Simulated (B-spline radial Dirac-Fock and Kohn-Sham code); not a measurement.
# Kohn-Sham estimates against Dirac-Fock for the levels of Ca³⁺

System: Ca³⁺, [Ne] 3s2 3p5.

The density-functional columns are spherical, spin-unpolarised Dirac-Kohn-Sham results without Breit or QED terms: −ε is minus the orbital energy of the initial state and ΔSCF the difference of two total energies. The reference in the last column comes from relaxed Dirac-Fock hole states (ΔSCF) with Breit and QED corrections and a finite nucleus. All numbers are from an atomic code on a B-spline grid, in eV; a selection of levels is shown. The Kohn-Sham columns are given as differences from the reference.

```
level  PBE −ε − DF  PBE ΔSCF − DF  LDA −ε − DF  LDA ΔSCF − DF  Dirac-Fock
   1s       -102.0          +18.1       -113.3           +6.4      4087.5
   2s        -38.2          -14.3        -39.4          -15.4       488.2
2p1/2        -26.1           +0.9        -26.2           +0.8       399.0
   3s        -11.7           -2.5        -11.9           -2.7       91.09
   3p         -7.4           +1.4         -7.3           +1.4       67.05
```

Values without a named source are computed, but for edge energies of neutral atoms, which are taken from tables.
